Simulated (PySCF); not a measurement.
Al(H)(Et)(OMe) (C3H9AlO), SMILES C[CH2][AlH][O]C. Heavy atoms are numbered as in [AlH:1]([CH2:3][CH3:4])[O:10][CH3:11]. Hydrogens are named by the atom that carries them.

Geometry: PBE0-D3(BJ)/def2-SVP. The structure was generated by enumeration; whether it is a known compound was not checked. The values are those of a single conformer.

Calculation: PySCF with PBE/pcSseg-1.

GIAO shieldings, no solvent; atoms alike by connectivity are averaged. δ = σ(ref) − σ: ¹H against TMS (σ = 31.49 ppm); ¹³C against TMS (σ = 182.0 ppm); ¹⁷O against H2O (σ = 334.3 ppm), references at their B3LYP-D3(BJ)/def2-TZVP geometries, non-relativistic.

Estimate the chemical shifts. (Estimate from the structure and the level; the computed values follow.)


```json
[
 {"nucleus": "¹H", "atoms": "H on Al1", "count": "1", "δ (ppm)": "5.24"},
 {"nucleus": "¹H", "atoms": "H on C11", "count": "3", "δ (ppm)": "4.46"},
 {"nucleus": "¹H", "atoms": "H on C4", "count": "3", "δ (ppm)": "1.37"},
 {"nucleus": "¹H", "atoms": "H on C3", "count": "2", "δ (ppm)": "0.50"},
 {"nucleus": "¹³C", "atoms": "C11 (CH3)", "count": "1", "δ (ppm)": "58.9"},
 {"nucleus": "¹³C", "atoms": "C4 (CH3)", "count": "1", "δ (ppm)": "11.2"},
 {"nucleus": "¹³C", "atoms": "C3 (CH2)", "count": "1", "δ (ppm)": "4.5"},
 {"nucleus": "¹⁷O", "atoms": "O10", "count": "1", "δ (ppm)": "100.2"}
]
```
